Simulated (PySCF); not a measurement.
C₆ coefficients of unlike pairs at wB97X

Calculated with PySCF 2.14 from the dipole response of each species, C₆(A,B) = (3/π) ∫ α_A(iu) α_B(iu) du, in atomic units, from isotropic polarisabilities. For ions this is the dispersion term alone; charge-induced terms of lower order in 1/R come first.

```json
{"species": "N³⁺", "configuration": "[He] 2s2 (1S)", "basis": "aug-cc-pCVQZ-DK (9s8p6d4f2g)", "relativity": "spin-free X2C", "α (bohr³)": "2.215", "C₆ (like pair)": "2.264"}
{"species": "Cr³⁺", "configuration": "[Ar] 3d3 (4F)", "basis": "aug-cc-pVDZ (7s6p4d2f)", "relativity": "none", "α (bohr³)": "1.875", "C₆ (like pair)": "4.468"}
{"species": "Bi", "configuration": "[Xe] 4f14 5d10 6s2 6p3 (4S)", "basis": "aug-cc-pVDZ-PP with ECP60MDF (5s4p3d)", "relativity": "core potential", "α (bohr³)": "50.24", "C₆ (like pair)": "576.3"}
```

Question: Estimate C₆ for Bi with Cr³⁺.

Answer: The integral gives 37.70. The combination rule 2 C_A C_B / (C_A α_B/α_A + C_B α_A/α_B) gives 36.47 and the geometric mean 50.74.

No spin-orbit coupling is included, so Bi, close to jj coupling, stand for model states.

The other pairs:

| pair | C₆ |
| --- | --- |
| Bi, N³⁺ | 34.35 |
| Cr³⁺, N³⁺ | 2.847 |
